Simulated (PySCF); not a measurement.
## How methods differ on the excitation energy of Au

Au [Xe] 4f14 5d10 6s1 (2S) → Au [Xe] 4f14 5d10 6d1 (2D), as a difference of total energies. Calculation: PySCF 2.14, in aug-cc-pVTZ-PP with ECP60MDF (6s6p5d3f2g, 88 functions); a scalar-relativistic core potential. Correlated levels: valence: 5s2 5p6 frozen. The calculations carry no spin-orbit coupling.

```csv
method,excitation energy (eV)
UHF,6.911
MP2 (valence),8.310
SCS-MP2 (valence),8.128
CCSD (valence),8.052
CCSD(T) (valence),8.157
```

Q: How much does correlation contribute at CCSD(T) (valence)?

A: 8.157 − (6.911) = 1.246 eV, measured against UHF.

The promoted electron is Rydberg-like, and one or two diffuse shells describe it only roughly, which tends to raise the upper state.
